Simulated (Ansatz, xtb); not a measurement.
# Relative energy of two isomers of C2H3BF

We compare X, `[H]/[C]=C\BF`, a doublet, with Y, `C=C[B]F`, a doublet. Both are isolated molecules in the gas phase, relaxed with B3LYP/6-31G*; the shapes shown needn't be the lowest conformers.

X (Å):

```xyz
7

C     0.3006   -0.3751   -2.1034
C    -0.2520    0.0576   -0.9842
B     0.6197    0.2412    0.2873
F     0.0604    0.6799    1.4137
H     1.3029   -0.6672   -2.4025
H    -1.3217    0.2866   -0.9547
H     1.7925    0.0037    0.3068
```

Y (Å):

```xyz
7

C     0.5729   -0.0062   -1.4622
C    -0.1472    0.3533   -0.3857
B     0.4359    0.1968    1.0457
F     1.6516   -0.2898    1.2463
H     1.5768   -0.4131   -1.3570
H     0.1992    0.0876   -2.4812
H    -1.1482    0.7566   -0.5286
```

Problem. Estimate which is lower in electronic energy at CCSD(T)/def2-SVP, and by roughly how much.

Solution. The CCSD(T)/def2-SVP calculation puts structure Y lower, by 0.170 eV.

The same difference at several levels:

| level | geometry | E(Y) − E(X) (eV) | departure from the last row (eV) | job, with rough time for the two |
| --- | --- | --- | --- | --- |
| B3LYP/6-31G* | B3LYP/6-31G* | −0.089 | +0.081 | optimisation, 1.8 min |
| HF/def2-SVP | B3LYP/6-31G* | +0.047 | +0.217 | part of the CCSD(T) run |
| MP2/def2-SVP | B3LYP/6-31G* | −0.342 | −0.171 | part of the CCSD(T) run |
| CCSD(T)/def2-SVP | B3LYP/6-31G* | −0.170 |  | single point, 23 s |

As drawn, Y has 1 C–H in place of 1 B–H.

HF/def2-SVP puts the two in the other order. The largest departure from CCSD(T)/def2-SVP is that of HF/def2-SVP, 0.217 eV. Levels run at GFN2-xTB geometries aren't shown. MP2 in a larger basis moves the difference by −0.019 eV, a step that isn't added because spin contamination makes open-shell MP2 unreliable in this search.

With harmonic frequencies from B3LYP/6-31G* (ideal gas, rigid rotor, one conformer each, 298.15 K, 1 atm): the zero-point term adds +0.076 eV; ΔH is −0.093 and ΔG −0.108 eV.

Open shells are spin-unrestricted, with notable spin contamination under HF/def2-SVP, MP2/def2-SVP, CCSD(T)/def2-SVP. The correlated steps freeze 4 core orbitals. Programs: Ansatz 0.2.0; the last row on 1 thread of Arm Neoverse V1 on a shared host.
